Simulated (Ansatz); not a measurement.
Cartesian coordinates (Å):
```xyz
9

C      2.2871    -0.4183    -0.2696
C      1.2078     0.0989    -0.3881
S     -0.2552     0.9876    -0.6987
C     -1.3703    -0.3078    -0.0698
O     -0.3425     2.1293     0.2377
H      3.2373    -0.8801    -0.1476
H     -1.1440    -0.4839     0.9796
H     -2.3788     0.0866    -0.1846
H     -1.2414    -1.2123    -0.6628
```
Charge 0, spin multiplicity 1.

Method: frozen-core CCSD(T)/cc-pVTZ // B3LYP-D3(BJ)/def2-TZVP (Ansatz, a first-principles code).

The HF energy comes out as -588.27835 Ha. The MP2 correlation energy is -0.89633 Ha.

Q: Estimate the CCSD correlation energy, the (T) correction, the total energy and the T1 diagnostic.

A: 
```
Item                             Value
-----------------------  -------------
CCSD correlation energy    -0.91999 Ha
(T) correction             -0.04594 Ha
CCSD(T) total energy     -589.24427 Ha
T1 diagnostic                    0.016
```
